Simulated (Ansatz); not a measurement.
Cost and result up the ladder for (F3Ge)2NMe (CH₃F₆Ge₂N) (13 atoms). Charge 0, multiplicity 1. Geometry: PBE-D4/def2-SVP.

Cartesian coordinates in Å:
```
Ge 0.577 1.626 0.185
F 0.930 2.009 1.835
F -0.585 2.786 -0.372
F 2.050 1.837 -0.693
N -0.145 -0.024 -0.074
C -1.578 -0.176 -0.412
Ge 0.884 -1.495 0.188
F 0.126 -2.635 1.246
F 1.235 -2.382 -1.255
F 2.369 -0.926 0.874
H -2.016 0.820 -0.612
H -2.144 -0.649 0.418
H -1.702 -0.789 -1.329
```

Ansatz; hardware A = 2 threads of AMD EPYC 7R13 on a shared host and a share (18 GiB) of an NVIDIA H100 80GB HBM3; B = 2 threads of AMD EPYC 7R13 on a shared host. Times are rough, and most runs start from the orbitals of an earlier one. ωB97X-V/def2-TZVP serves as the yardstick here, not as an exact answer. Differences are given only for rows in sets of like size (and for xTB, whose basis is part of the method), since another set adds its own error. Binding counts from free atoms at the same level (Ge triplet, F doublet, N quartet, C triplet, H doublet; other spins of the atoms weren't run), without zero-point energy or a counterpoise term.

The 6-31G sets use Cartesian d functions. B3LYP takes the VWN-RPA correlation. Correlated methods freeze 26 core orbitals; core or outer-core shells of Ge are correlated, in sets that lack core-valence functions.

Correlated methods converge slowly with the basis.

```tsv
level	functions	wall time
HF/6-31G [B]	136	3.7 s
PBE-D4/def2-SVP [B]	191	4.4 s
r2SCANh-D4/def2-TZVP [A]	362	4.9 s
r2SCAN-D4/def2-TZVP [A]	362	5 s
PBE0-D4/def2-TZVP (with forces) [A]	362	5.5 s
PBE-D4/def2-TZVP [A]	362	6 s
ωB97X-V/def2-TZVP (with forces) [A]	362	6.5 s
B3LYP-D4/6-31G [B]	136	6.5 s
PBE0-D4/def2-SVP [B]	191	8 s
CCSD(T)/def2-TZVP [A]	362	30 s
```

**Question.** Estimate what each level gives for the binding energy per atom (eV).

**Answer.** 
```json
{"level": "HF/6-31G [B]", "binding energy per atom (eV)": "2.41", "difference from ωB97X-V/def2-TZVP (eV)": "–"}
{"level": "PBE-D4/def2-SVP [B]", "binding energy per atom (eV)": "4.16", "difference from ωB97X-V/def2-TZVP (eV)": "–"}
{"level": "r2SCANh-D4/def2-TZVP [A]", "binding energy per atom (eV)": "3.96", "difference from ωB97X-V/def2-TZVP (eV)": "-0.07"}
{"level": "r2SCAN-D4/def2-TZVP [A]", "binding energy per atom (eV)": "4.02", "difference from ωB97X-V/def2-TZVP (eV)": "-0.02"}
{"level": "PBE0-D4/def2-TZVP (with forces) [A]", "binding energy per atom (eV)": "3.97", "difference from ωB97X-V/def2-TZVP (eV)": "-0.07"}
{"level": "PBE-D4/def2-TZVP [A]", "binding energy per atom (eV)": "4.12", "difference from ωB97X-V/def2-TZVP (eV)": "0.08"}
{"level": "ωB97X-V/def2-TZVP (with forces) [A]", "binding energy per atom (eV)": "4.04", "difference from ωB97X-V/def2-TZVP (eV)": "0.00"}
{"level": "B3LYP-D4/6-31G [B]", "binding energy per atom (eV)": "3.78", "difference from ωB97X-V/def2-TZVP (eV)": "–"}
{"level": "PBE0-D4/def2-SVP [B]", "binding energy per atom (eV)": "3.98", "difference from ωB97X-V/def2-TZVP (eV)": "–"}
{"level": "CCSD(T)/def2-TZVP [A]", "binding energy per atom (eV)": "3.91", "difference from ωB97X-V/def2-TZVP (eV)": "-0.12"}
```
